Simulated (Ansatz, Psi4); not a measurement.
The Psi4 input:
```
memory 2 GB

molecule {
0 2
C     2.64543748   -0.54977576   -0.15717176
C     1.32187780   -0.05305792   -0.53840797
C     0.30776423   -0.21962833    0.64276578
C    -1.03059009    0.32933299    0.21264321
C    -1.97303878   -0.69254551   -0.37020000
O    -1.30379412    1.50048409    0.30066287
H     3.30631639    0.06327695    0.42450348
H     2.89674422   -1.58530958   -0.28357437
H     0.93332272   -0.60373684   -1.39805257
H     1.35635955    1.01146063   -0.78073310
H     0.23658143   -1.27376742    0.90788636
H     0.68066251    0.35149472    1.49316681
H    -2.83030453   -0.20216272   -0.82332323
H    -1.45897857   -1.30205914   -1.10951311
H    -2.31905440   -1.34902235    0.42656111
}

set {
  basis sto-3g
  reference uks
  scf_type pk
  puream true
  d_convergence 1e-8
  dft_radial_points 99
  dft_spherical_points 590
}

energy('pbe0')
print_variables()
```

Q: Give the equivalent Ansatz (a program for electronic structure) input.

A: One answer among several that fit: 
Ansatz 0.2 input:
```yaml
crystal:
  periodic: [false, false, false]
  atoms:
    - {symbol: C, position_ang: [2.64543748, -0.54977576, -0.15717176]}
    - {symbol: C, position_ang: [1.32187780, -0.05305792, -0.53840797]}
    - {symbol: C, position_ang: [0.30776423, -0.21962833, 0.64276578]}
    - {symbol: C, position_ang: [-1.03059009, 0.32933299, 0.21264321]}
    - {symbol: C, position_ang: [-1.97303878, -0.69254551, -0.37020000]}
    - {symbol: O, position_ang: [-1.30379412, 1.50048409, 0.30066287]}
    - {symbol: H, position_ang: [3.30631639, 0.06327695, 0.42450348]}
    - {symbol: H, position_ang: [2.89674422, -1.58530958, -0.28357437]}
    - {symbol: H, position_ang: [0.93332272, -0.60373684, -1.39805257]}
    - {symbol: H, position_ang: [1.35635955, 1.01146063, -0.78073310]}
    - {symbol: H, position_ang: [0.23658143, -1.27376742, 0.90788636]}
    - {symbol: H, position_ang: [0.68066251, 0.35149472, 1.49316681]}
    - {symbol: H, position_ang: [-2.83030453, -0.20216272, -0.82332323]}
    - {symbol: H, position_ang: [-1.45897857, -1.30205914, -1.10951311]}
    - {symbol: H, position_ang: [-2.31905440, -1.34902235, 0.42656111]}
basis:
  gaussian:
    orbitals: STO-3G
hamiltonian:
  xc: pbe0
magnetization: {spin_polarized: true, initial_magnetization: 1}
accuracy: high
```

Both were run: Psi4 gave -267.398378 Eh and Ansatz -267.398377 Eh, 0.001 mEh apart.
